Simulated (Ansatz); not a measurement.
Geometry optimisation, RKS B3LYP/def2-SVP (Ansatz).

Input file:

```yaml
crystal:
  periodic: [false, false, false]
  atoms:
    - { symbol: C, position_ang: [0.25454, 1.09343, 0.24] }
    - { symbol: C, position_ang: [-0.52656, -0.17727, 0.44646] }
    - { symbol: Si, position_ang: [-0.38694, -1.66877, -0.37574] }
    - { symbol: S, position_ang: [-0.71135, -3.60932, -0.91529] }
    - { symbol: H, position_ang: [0.113, 1.54663, -0.75325] }
    - { symbol: H, position_ang: [-0.0826, 1.83568, 0.97537] }
    - { symbol: H, position_ang: [1.33991, 0.97961, 0.38244] }
total_charge: -1
basis:
  gaussian: { orbitals: def2-SVP }
hamiltonian:
  xc: b3lyp
relax:
  f_tol: 0.015
  max_steps: 40
```

Run as:

```bash
$ ansatz run input.yaml --threads 1 --pin off --max-ram 2048MiB --backend cpu --events-out ev --progress --plain --runs-dir out
```

Q: Where does it end, and by what steps?

A: The forces met the threshold. Limits of this set-up: an anion without diffuse functions, the dipole of an ion depends on the origin. After 6 steps the energy has fallen by 0.260 eV; C2 moved furthest, 0.47 Å.

| step | energy less start (eV) | largest force component (eV/Å) | accepted |
| --- | --- | --- | --- |
| 0 | 0.0000 | 1.279 | yes |
| 1 | -0.1213 | 0.768 | yes |
| 2 | -0.2072 | 1.205 | yes |
| 3 | -0.2439 | 0.791 | yes |
| 4 | -0.2596 | 0.093 | yes |
| 5 | -0.2599 | 0.046 | yes |
| 6 | -0.2600 | 0.008 | yes |

```xyz
7
Properties=species:S:1:pos:R:3
C 0.275 1.120 0.233
C -0.211 -0.268 0.104
Si -0.321 -1.782 -0.499
S -0.970 -3.687 -0.696
H 0.116 1.751 -0.671
H -0.248 1.658 1.055
H 1.358 1.209 0.474
```

Run time: 53 s on 1 thread of Intel(R) Xeon(R) Processor @ 2.50GHz (Skylake/Cascade Lake), on a shared host, peak memory 0.16 GiB.
